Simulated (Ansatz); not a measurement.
Relaxation of ClFGaH3 (6 atoms, charge 0, multiplicity 1), to a largest force component of 0.03 eV/Å in at most 50 steps.

Theory: Ansatz, RKS PBE-D4/def2-SVP.

```xyz
6
Properties=species:S:1:pos:R:3
Ga 0.102 -0.523 -0.441
H 0.053 -0.003 2.278
Cl 1.973 0.269 -1.149
H -1.290 0.125 -0.678
F 0.275 -2.036 0.390
H 0.114 -0.676 2.018
```

Question: Where does it end, and by what steps?

Answer: The forces met the threshold. The force dipped under the threshold on the way, but the program's further checks kept it going. After 8 steps the energy has fallen by 0.098 eV; F5 moved furthest, 0.31 Å.

```tsv
step	energy less start (eV)	largest force component (eV/Å)	accepted
0	0.0000	1.778	yes
1	-0.0800	0.232	yes
2	-0.0768	0.248	no
3	-0.0866	0.196	yes
4	-0.0940	0.045	yes
5	-0.0956	0.018	yes
6	-0.0974	0.032	yes
7	-0.0968	0.139	no
8	-0.0979	0.020	yes
```

```xyz
6
Properties=species:S:1:pos:R:3
Ga 0.079 -0.573 -0.392
H 0.134 0.166 2.080
Cl 1.960 0.324 -0.925
H -1.314 0.092 -0.588
F 0.221 -2.245 0.170
H 0.146 -0.607 2.072
```

Whether the end is a true minimum wasn't checked by a vibrational analysis.

Time of the run: 20 s on 1 thread of Arm Neoverse V1, on a shared host, peak memory 0.14 GiB.
